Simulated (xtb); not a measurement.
xtb input:

```bash
xtb mol.xyz --gfn 2 --sp --chrg 0 --uhf 0
```
mol.xyz:
```
12

C      1.90026098     0.24226378    -0.16126239
O      0.79616450    -0.42814530     0.40309172
B     -0.50285066    -0.09080481     0.06639666
N     -0.79341020     0.94675751    -0.86386354
N     -1.52827388    -0.83894441     0.70206025
H      1.93022343     0.12795357    -1.25074405
H      2.80775522    -0.19566762     0.25369022
H      1.89237573     1.31106945     0.08066137
H     -1.72893951     1.20480016    -1.11976004
H     -0.08886794     1.49008348    -1.32664691
H     -1.30792907    -1.56790584     1.35609497
H     -2.50945787    -0.69942108     0.55018477
```

Q: What final total energy does it print?

A: -16.92540 Eh (GFN2-xTB).
